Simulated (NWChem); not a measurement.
All runs are NWChem calculations. System: H2Cl2Si, charge 0, spin multiplicity 1, at a geometry optimised with PBE0/def2-SVP. The structure started from a generated list of species. Level: G0W0@PBE/def2-TZVP, RI basis def2-tzvp-rifit.

Job file:

```
start mol
memory heap 200 mb stack 700 mb global 1700 mb
geometry units angstroms nocenter noautoz
  Si     0.000000     0.000000     0.768929
  Cl    -1.683952     0.000000    -0.410358
  Cl     1.683952     0.000000    -0.410358
  H      0.000000    -1.233026     1.593580
  H      0.000000     1.233026     1.593580
  symmetry group C2v
end
basis spherical
  * library def2-tzvp
end
basis "ri basis" bse spherical
  * library def2-tzvp-rifit
end
dft
  xc xpbe96 cpbe96
  iterations 100
  direct
  tolerances tight
end
task dft energy
gw
  states alpha occ 4 vir 2
end
task dft gw
```

Part of the output:

```
             Northwest Computational Chemistry Package (NWChem) 7.3.0
             --------------------------------------------------------

                                NWChem Input Module
                                -------------------

 Scaling coordinates for geometry "geometry" by  1.889725989
 (inverse scale =  0.529177249)

 Turning off AUTOSYM since
 SYMMETRY directive was detected!

                             Geometry "geometry" -> ""
                             -------------------------

 Output coordinates in angstroms (scale by  1.889725989 to convert to a.u.)

  No.       Tag          Charge          X              Y              Z
 ---- ---------------- ---------- -------------- -------------- --------------
    1 Si                  14.0000     0.00000000     0.00000000     0.76892900
    2 Cl                  17.0000    -1.68395200     0.00000000    -0.41035800
    3 Cl                  17.0000     1.68395200     0.00000000    -0.41035800
    4 H                    1.0000     0.00000000    -1.23302600     1.59358000
    5 H                    1.0000     0.00000000     1.23302600     1.59358000

 Effective nuclear repulsion energy (a.u.)     190.5728397463

            Nuclear Dipole moment (a.u.)
            ----------------------------
        X                 Y               Z
 ---------------- ---------------- ----------------
     0.0000000000     0.0000000000    -0.0000113384

      Symmetry information
      --------------------

 Group name             C2v
 Group number             16
 Group order               4
 No. of unique centers     3

      Symmetry unique atoms

     1    2    4


 Summary of "ao basis" -> "" (spherical)
 ------------------------------------------------------------------------------
       Tag                 Description            Shells   Functions and Types
 ---------------- ------------------------------  ------  ---------------------
 *                         def2-tzvp                  on all atoms

 new library libraries.bse/

 Summary of "ri basis" -> "" (spherical)
 ------------------------------------------------------------------------------
       Tag                 Description            Shells   Functions and Types
 ---------------- ------------------------------  ------  ---------------------
 *                      def2-tzvp-rifit               on all atoms

  pbe96 is a nonlocal functional; adding pw91lda local functional.

                                 NWChem DFT Module
                                 -----------------

 Summary of "ao basis" -> "ao basis" (spherical)
 ------------------------------------------------------------------------------
       Tag                 Description            Shells   Functions and Types
 ---------------- ------------------------------  ------  ---------------------
 Si                        def2-tzvp                13       37   5s5p2d1f
 Cl                        def2-tzvp                13       37   5s5p2d1f
 H                         def2-tzvp                 4        6   3s1p

 Summary of "ao basis" -> "ao basis" (spherical)
 ------------------------------------------------------------------------------
       Tag                 Description            Shells   Functions and Types
 ---------------- ------------------------------  ------  ---------------------
 Si                        def2-tzvp                13       37   5s5p2d1f
 Cl                        def2-tzvp                13       37   5s5p2d1f
 H                         def2-tzvp                 4        6   3s1p
[...]
    53      0.316858  2 Cl py                90      0.316858  3 Cl py
    56      0.203694  2 Cl py                93      0.203694  3 Cl py
   113      0.158276  4 H  s                119     -0.158276  5 H  s
    50      0.149852  2 Cl py                87      0.149852  3 Cl py
   114      0.146460  4 H  s                120     -0.146460  5 H  s

 Vector   26  Occ=0.000000D+00  E=-3.688046D-02  Symmetry=a1
              MO Center=  4.0D-14, -9.7D-15,  3.2D-01, r^2= 4.2D+00
   Bfn.  Coefficient  Atom+Function         Bfn.  Coefficient  Atom+Function
  ----- ------------  ---------------      ----- ------------  ---------------
    20      0.624018  1 Si pz                 5     -0.534430  1 Si s
     4     -0.520941  1 Si s                 55      0.360847  2 Cl px
    92     -0.360847  3 Cl px                17      0.357712  1 Si pz
    42      0.327693  2 Cl s                 79      0.327693  3 Cl s
     3      0.231493  1 Si s                 52      0.197068  2 Cl px

 Vector   27  Occ=0.000000D+00  E=-3.081917D-02  Symmetry=b1
              MO Center= -2.3D-14,  7.0D-16,  8.9D-01, r^2= 4.1D+00
   Bfn.  Coefficient  Atom+Function         Bfn.  Coefficient  Atom+Function
  ----- ------------  ---------------      ----- ------------  ---------------
    18      0.836130  1 Si px                15      0.432050  1 Si px
    42      0.368648  2 Cl s                 79     -0.368648  3 Cl s
    57      0.268446  2 Cl pz                94     -0.268446  3 Cl pz
    29     -0.163674  1 Si d  1              54      0.156957  2 Cl pz
    91     -0.156957  3 Cl pz                12      0.129237  1 Si px

 Vector   28  Occ=0.000000D+00  E= 3.844711D-03  Symmetry=a1
              MO Center=  1.7D-14, -2.9D-15,  1.1D+00, r^2= 4.4D+00
   Bfn.  Coefficient  Atom+Function         Bfn.  Coefficient  Atom+Function
  ----- ------------  ---------------      ----- ------------  ---------------
     5      1.461722  1 Si s                114     -1.197700  4 H  s
   120     -1.197700  5 H  s                 20      0.886492  1 Si pz
     4      0.596357  1 Si s                  3     -0.262931  1 Si s
    57     -0.217957  2 Cl pz                94     -0.217957  3 Cl pz
    17      0.190354  1 Si pz                30      0.113851  1 Si d  2

 center of mass
 --------------
 x =   0.00000000 y =   0.00000000 z =  -0.07517133

 moments of inertia (a.u.)
 ------------------
         129.785292798556           0.000000000000           0.000000000000
           0.000000000000         827.062169005371           0.000000000000
           0.000000000000           0.000000000000         719.163927657772

     Multipole analysis of the density
     ---------------------------------

     L   x y z        total         alpha         beta         nuclear
     -   - - -        -----         -----         ----         -------
     0   0 0 0     -0.000000    -25.000000    -25.000000     50.000000

     1   1 0 0     -0.000000     -0.000000     -0.000000      0.000000
     1   0 1 0     -0.000000     -0.000000     -0.000000      0.000000
     1   0 0 1      0.432832      0.216422      0.216422     -0.000011

     2   2 0 0    -30.171869   -187.235531   -187.235531    344.299193
     2   1 1 0     -0.000000     -0.000000     -0.000000      0.000000
     2   1 0 1      0.000000      0.000000      0.000000      0.000000
     2   0 2 0    -29.064845    -19.961701    -19.961701     10.858558
     2   0 1 1     -0.000000     -0.000000     -0.000000      0.000000
     2   0 0 2    -28.122640    -48.132675    -48.132675     68.142710

 Task  times  cpu:       13.8s     wall:       13.8s

                                NWChem Input Module
                                -------------------

                                 NWChem GW Module
                                 ----------------

                             ***********************
                             ***        GW       ***
                             ***********************

 Summary of "ri basis" -> "ri basis" (spherical)
 ------------------------------------------------------------------------------
       Tag                 Description            Shells   Functions and Types
 ---------------- ------------------------------  ------  ---------------------
 Si                     def2-tzvp-rifit             29      113   9s7p6d5f2g
 Cl                     def2-tzvp-rifit             29      113   9s7p6d5f2g
 H                      def2-tzvp-rifit              7       15   4s2p1d

                 Memory Information
                 ------------------
          Available GA per process is          1699.9 MBs
          Available stack per process is        700.0 MBs
          Available heap per process is           0.0 MBs

          Peak memory in Initialization
              Peak GA per process is                 10.4 MBs
              Peak stack per process is               0.1 MBs
              Peak heap per process is               11.0 MBs
              Memory not in MA per process            0.0 MBs

          Peak memory in AFF Calculation
              Peak GA per process is                 61.9 MBs
              Peak stack per process is              45.8 MBs
              Peak heap per process is                0.0 MBs
              Memory not in MA per process           45.8 MBs

          Computing 2-center integrals
          Computing Inverse Cholesky factor
          Computing 3-center integrals
          Computing V_xc ...

          Computing Sigma_x
          Computing RPA polarizability
          Solving quasiparticle equations

                  Alpha Orbitals
          State     Energy (eV)     Error (eV)
          -----------------------------------
@GW        22        -11.624           0.002
@GW        23        -11.515           0.002
@GW        24        -11.214           0.002
@GW        25        -11.027           0.002
@GW        26          1.992           0.002
@GW        27          2.012           0.002

   Applying  -3.2945 eV scissor-shift to rest of particle states

   Applying   2.9958 eV scissor-shift to rest of hole states

     GW Timing Statistics
   ------------------------
   Init.   :          0.1s
     ERIs  :          1.9s
     Distr.:          0.0s
     Vxc   :          0.2s
   Sigma_x :          0.0s
   RPA     :          4.4s
   Wmn     :          0.1s
   Sigma_c :          0.1s
   GW total:          6.8s

 Task  times  cpu:        6.8s     wall:        6.8s

 Total times  cpu:       20.7s     wall:       20.7s
```
